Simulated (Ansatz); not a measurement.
The cluster Sb₃⁻. The state is a singlet with charge -1. Geometry r2SCAN-D4/def2-SVPD, that of the charge -1 singlet.

| atom | x (Å) | y (Å) | z (Å) |
| --- | --- | --- | --- |
| Sb1 | 0.119 | 1.332 | -1.067 |
| Sb2 | 0.739 | -1.203 | -0.408 |
| Sb3 | -0.858 | -0.129 | 1.475 |

In the def2 sets Sb takes a core potential; there is no spin–orbit coupling. At PBE-D4/def2-TZVPD, r2SCAN-D4/def2-TZVPD, PBE0-D4/def2-TZVPD the unrestricted singlet has broken spin symmetry (⟨S²⟩ up to 0.84). At PBE-D4/def2-TZVPD, r2SCAN-D4/def2-TZVPD the highest occupied level of the charge -1 singlet lies above zero (up to 0.44 eV). Its loss leaves the charge 0 doublet, which lies 1.61 eV higher (vertical, at PBE-D4/def2-TZVPD), but this difference is unsure: the doublet is doubtful (geometry relaxed on an unsound state). At PBE0-D4/def2-TZVPD a triplet of charge -1 lies 0.37 eV below the unrestricted singlet, which stands at the restricted singlet's geometry. The structure comes from a short search, and lower isomers may exist.

Problem. Estimate the orbital energies around the gap (eV) in Ansatz with PBE-D4/def2-TZVPD, r2SCAN-D4/def2-TZVPD, PBE0-D4/def2-TZVPD.

Solution. 
```
orbital  PBE-D4/def2-TZVPD  r2SCAN-D4/def2-TZVPD  PBE0-D4/def2-TZVPD
 HOMO−5              -6.77                 -7.04               -7.98
 HOMO−4              -2.12                 -2.38               -2.98
 HOMO−3              -1.52                 -1.78               -2.45
 HOMO−2              -1.52                 -1.74               -2.36
 HOMO−1              -0.84                 -1.06               -1.62
   HOMO               0.44                  0.20               -0.36
   LUMO               1.07                  1.25                1.71
 LUMO+1               1.75                  1.85                2.29
 LUMO+2               2.53                  2.82                3.06
 LUMO+3               2.63                  2.98                3.20
 LUMO+4               3.63                  4.13                4.16
 LUMO+5               4.27                  4.79                4.78
 β HOMO               0.44                  0.20               -0.36
 β LUMO               1.07                  1.25                1.71
```
